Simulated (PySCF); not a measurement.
**Electron correlation in Se(2+) (selenium, charge +2)**

[Ar] 3d10 4s2 4p1 4d1, one real determinant (an excited configuration). Computed with PySCF 2.14 in x2c-TZVPPall with one added diffuse shell each of s, p, d type (7s6p5d1f, 57 functions), with the spin-free X2C one-electron Hamiltonian (Gaussian nucleus). Frozen: [Ne]; 22 electrons correlated.

```
  level  correlation energy (mhartree)
   CCSD                        -248.18
    (T)                         -38.53
CCSD(T)                        -286.71
```

Diagnostics: T1 = 0.0080, D1 = 0.0384, largest double amplitude 0.540.

The real determinant used has ⟨L²⟩ near 8 against 12 for a pure F term, so it mixes terms. The outer electron is Rydberg-like, and this basis confines it to a smaller radius and binds it less than a complete one would. A double-excitation amplitude exceeds 0.15, a sign of near-degeneracy.

Cost of the coupled-cluster step: roughly 11 core-seconds, for 22 correlated electrons.

Iterations:

```
CC2 = 0
CCSD nocc = (np.int64(12), np.int64(10)), nmo = (52, 52)
frozen orbitals [[0, 1, 2, 3, 4], [0, 1, 2, 3, 4]]
max_cycle = 100
direct = 0
conv_tol = 1e-08
conv_tol_normt = 1e-06
diis_space = 8
diis_start_cycle = 0
Init t2, MP2 energy = -0.26086613916969
Init E_corr(UCCSD) = -0.260866139169743
cycle = 1  E_corr(UCCSD) = -0.261894168111292  dE = -0.00102802894  norm(t1,t2) = 0.15432
cycle = 2  E_corr(UCCSD) = -0.280324786985531  dE = -0.0184306189  norm(t1,t2) = 0.158266
cycle = 3  E_corr(UCCSD) = -0.246386017918019  dE = 0.0339387691  norm(t1,t2) = 0.169447
cycle = 4  E_corr(UCCSD) = -0.228584409257417  dE = 0.0178016087  norm(t1,t2) = 0.0977569
cycle = 5  E_corr(UCCSD) = -0.246111369700983  dE = -0.0175269604  norm(t1,t2) = 0.0595657
cycle = 6  E_corr(UCCSD) = -0.245438886490696  dE = 0.00067248321  norm(t1,t2) = 0.0659893
cycle = 7  E_corr(UCCSD) = -0.259418386229804  dE = -0.0139794997  norm(t1,t2) = 0.0623945
cycle = 8  E_corr(UCCSD) = -0.24238900954932  dE = 0.0170293767  norm(t1,t2) = 0.0513906
cycle = 9  E_corr(UCCSD) = -0.24865782557167  dE = -0.00626881602  norm(t1,t2) = 0.0178529
cycle = 10  E_corr(UCCSD) = -0.247118758703062  dE = 0.00153906687  norm(t1,t2) = 0.0053799
cycle = 11  E_corr(UCCSD) = -0.248032098844459  dE = -0.000913340141  norm(t1,t2) = 0.00383593
cycle = 12  E_corr(UCCSD) = -0.248432431102  dE = -0.000400332258  norm(t1,t2) = 0.00202713
cycle = 13  E_corr(UCCSD) = -0.248095081299928  dE = 0.000337349802  norm(t1,t2) = 0.000831189
cycle = 14  E_corr(UCCSD) = -0.248187245265837  dE = -9.21639659e-05  norm(t1,t2) = 0.000280002
cycle = 15  E_corr(UCCSD) = -0.248177082514732  dE = 1.01627511e-05  norm(t1,t2) = 4.2569e-05
cycle = 16  E_corr(UCCSD) = -0.248177878851048  dE = -7.96336317e-07  norm(t1,t2) = 5.08309e-06
cycle = 17  E_corr(UCCSD) = -0.248177906898133  dE = -2.80470845e-08  norm(t1,t2) = 6.10406e-07
cycle = 18  E_corr(UCCSD) = -0.248177928294336  dE = -2.13962032e-08  norm(t1,t2) = 3.1341e-07
cycle = 19  E_corr(UCCSD) = -0.248177927875388  dE = 4.18947571e-10  norm(t1,t2) = 3.75409e-07
UCCSD converged
E(UCCSD) = -2426.645646018667  E_corr = -0.2481779278753885
UCCSD(T) correction = -0.0385264266465965
```

The reference is one real determinant that mixes LS terms of this configuration.

This basis was not built for core-valence correlation, so the inner-shell part is incomplete.
